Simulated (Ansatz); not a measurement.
`C[BH][GeH3]` → `B[CH2][GeH3]`  (isomerisation)

Gas-phase electronic energies from Ansatz, PBE0-D4/def2-TZVP geometries. CBS: MP2 limit from def2 TZ/QZ plus the TZ coupled-cluster correction, frozen cores. Functionals use def2-TZVPP. B3LYP here is the variant with VWN-RPA as its local correlation; programs differ in this. HSE06 is defined as in plane-wave codes. For Ge outer-core shells are correlated without core-valence functions, which leaves a few kJ/mol of doubt a bond. Scalar relativity is left out up to krypton.

```json
{"level": "LDA (SPW92)", "ΔE (kcal/mol)": "-0.5", "difference from CCSD(T)/CBS": "2.2"}
{"level": "PBE-D4", "ΔE (kcal/mol)": "-0.9", "difference from CCSD(T)/CBS": "1.8"}
{"level": "revPBE-D4", "ΔE (kcal/mol)": "-1.3", "difference from CCSD(T)/CBS": "1.4"}
{"level": "BLYP-D4", "ΔE (kcal/mol)": "-1.7", "difference from CCSD(T)/CBS": "1.0"}
{"level": "r2SCAN-D4", "ΔE (kcal/mol)": "-1.6", "difference from CCSD(T)/CBS": "1.1"}
{"level": "B97M-V", "ΔE (kcal/mol)": "-0.9", "difference from CCSD(T)/CBS": "1.8"}
{"level": "PBE0-D4", "ΔE (kcal/mol)": "-1.4", "difference from CCSD(T)/CBS": "1.3"}
{"level": "B3LYP-D4", "ΔE (kcal/mol)": "-1.9", "difference from CCSD(T)/CBS": "0.8"}
{"level": "r2SCANh-D4", "ΔE (kcal/mol)": "-1.7", "difference from CCSD(T)/CBS": "1.0"}
{"level": "r2SCAN0-D4", "ΔE (kcal/mol)": "-1.9", "difference from CCSD(T)/CBS": "0.8"}
{"level": "HSE06-D4", "ΔE (kcal/mol)": "-1.4", "difference from CCSD(T)/CBS": "1.3"}
{"level": "BHLYP-D4", "ΔE (kcal/mol)": "-2.5", "difference from CCSD(T)/CBS": "0.2"}
{"level": "CAM-B3LYP-D4", "ΔE (kcal/mol)": "-2.0", "difference from CCSD(T)/CBS": "0.7"}
{"level": "ωB97X-V", "ΔE (kcal/mol)": "-2.1", "difference from CCSD(T)/CBS": "0.6"}
{"level": "ωB97M-V", "ΔE (kcal/mol)": "-2.7", "difference from CCSD(T)/CBS": "0.0"}
{"level": "B2PLYP", "ΔE (kcal/mol)": "-2.6", "difference from CCSD(T)/CBS": "0.1"}
{"level": "PBE-QIDH", "ΔE (kcal/mol)": "-2.8", "difference from CCSD(T)/CBS": "-0.1"}
{"level": "PBE", "ΔE (kcal/mol)": "-0.6", "difference from CCSD(T)/CBS": "2.1"}
{"level": "BLYP", "ΔE (kcal/mol)": "-1.0", "difference from CCSD(T)/CBS": "1.7"}
{"level": "PBE0", "ΔE (kcal/mol)": "-1.2", "difference from CCSD(T)/CBS": "1.5"}
{"level": "B3LYP", "ΔE (kcal/mol)": "-1.5", "difference from CCSD(T)/CBS": "1.2"}
{"level": "r2SCANh", "ΔE (kcal/mol)": "-1.7", "difference from CCSD(T)/CBS": "1.0"}
{"level": "r2SCAN0", "ΔE (kcal/mol)": "-1.9", "difference from CCSD(T)/CBS": "0.8"}
{"level": "HSE06", "ΔE (kcal/mol)": "-1.2", "difference from CCSD(T)/CBS": "1.5"}
{"level": "BHLYP", "ΔE (kcal/mol)": "-2.2", "difference from CCSD(T)/CBS": "0.5"}
{"level": "CAM-B3LYP", "ΔE (kcal/mol)": "-1.8", "difference from CCSD(T)/CBS": "0.9"}
{"level": "LC-ωPBE", "ΔE (kcal/mol)": "-1.3", "difference from CCSD(T)/CBS": "1.4"}
{"level": "RPA@PBE/def2-TZVPP", "ΔE (kcal/mol)": "-3.5", "difference from CCSD(T)/CBS": "-0.8"}
{"level": "HF/def2-SVP", "ΔE (kcal/mol)": "-1.8", "difference from CCSD(T)/CBS": "0.9"}
{"level": "MP2/def2-SVP", "ΔE (kcal/mol)": "-3.6", "difference from CCSD(T)/CBS": "-0.9"}
{"level": "CCSD(T)/def2-SVP", "ΔE (kcal/mol)": "-2.3", "difference from CCSD(T)/CBS": "0.4"}
{"level": "HF/def2-TZVPP", "ΔE (kcal/mol)": "-2.8", "difference from CCSD(T)/CBS": "-0.1"}
{"level": "MP2/def2-TZVPP", "ΔE (kcal/mol)": "-4.6", "difference from CCSD(T)/CBS": "-1.9"}
{"level": "SCS-MP2/def2-TZVPP", "ΔE (kcal/mol)": "-4.3", "difference from CCSD(T)/CBS": "-1.6"}
{"level": "CCSD/def2-TZVPP", "ΔE (kcal/mol)": "-2.8", "difference from CCSD(T)/CBS": "-0.1"}
{"level": "HF/def2-QZVPP", "ΔE (kcal/mol)": "-2.9", "difference from CCSD(T)/CBS": "-0.2"}
{"level": "MP2/def2-QZVPP", "ΔE (kcal/mol)": "-4.4", "difference from CCSD(T)/CBS": "-1.7"}
{"level": "HF/CBS(def2)", "ΔE (kcal/mol)": "-3.0", "difference from CCSD(T)/CBS": "-0.3"}
{"level": "MP2/CBS(def2)", "ΔE (kcal/mol)": "-4.2", "difference from CCSD(T)/CBS": "-1.5"}
{"level": "CCSD/CBS(def2)", "ΔE (kcal/mol)": "-2.5", "difference from CCSD(T)/CBS": "0.2"}
{"level": "CCSD(T)/CBS", "ΔE (kcal/mol)": "-2.7", "difference from CCSD(T)/CBS": "0"}
```

Largest T1 diagnostic among the species: 0.012.

From BLYP to BHLYP (50 % exact exchange), in def2-TZVPP and without D4, ΔE moves by −1.2 kcal/mol. Leaving LDA and LC-ωPBE aside and taking each functional with its dispersion term where it has one, the values spread over 1.9 kcal/mol, from PBE-QIDH to PBE-D4.
